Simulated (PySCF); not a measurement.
## First hyperpolarisability: SMILES n1cnc(C#CC)nc1, C6H5N3

Cartesian coordinates in Å; atom numbers follow the order of the lines, from 1:
```xyz
14

C     3.440   -0.107   -0.031
C     2.002   -0.064   -0.020
C     0.798   -0.028   -0.010
C    -0.614    0.018    0.003
N    -1.278   -1.128    0.188
C    -2.589   -1.018    0.188
N    -3.272    0.106    0.024
C    -2.519    1.182   -0.148
N    -1.204    1.205   -0.168
H     3.803   -0.434    0.943
H     3.844    0.880   -0.253
H     3.781   -0.814   -0.788
H    -3.161   -1.926    0.335
H    -3.032    2.127   -0.285
```

Computed, not measured: quadratic response CAM-B3LYP/def2-SVPD first hyperpolarisability, Taylor convention, gas phase in PySCF 2.14.0. Geometry: GFN2-xTB.

(1) Give β for the processes computed.

(2) Which lowest excitations, dipole and polarisabilities go with it?

Answers

(1) In au, Taylor convention; the vector part is βᵢ = ⅓ Σⱼ (βᵢⱼⱼ + βⱼᵢⱼ + βⱼⱼᵢ); β∥ is 3/5 of the vector part along the dipole, the dipole points from − to +:
```tsv
process	λ (nm)	β vector norm	β∥	β HRS	depolarisation ratio
static β(0;0,0)	∞	598.2	358.9	257.0	4.46
second harmonic β(−2ω;ω,ω)	1064	794.8	476.9	339.7	4.55
Pockels β(−ω;ω,0)	1064	654.4	392.6	–	–
second harmonic β(−2ω;ω,ω)	800	1027.0	616.2	437.3	4.62
Pockels β(−ω;ω,0)	800	703.3	422.0	–	–
```

(2) S1 4.40 eV (f = 0.000); S2 4.71 eV (f = 0.006); S3 4.84 eV (f = 0.000); dipole 2.02 D; isotropic α 91.2 au static, 92.5 au at 1064 nm, 93.5 au at 800 nm, 96.9 au at 532 nm, 102.6 au at 400 nm.
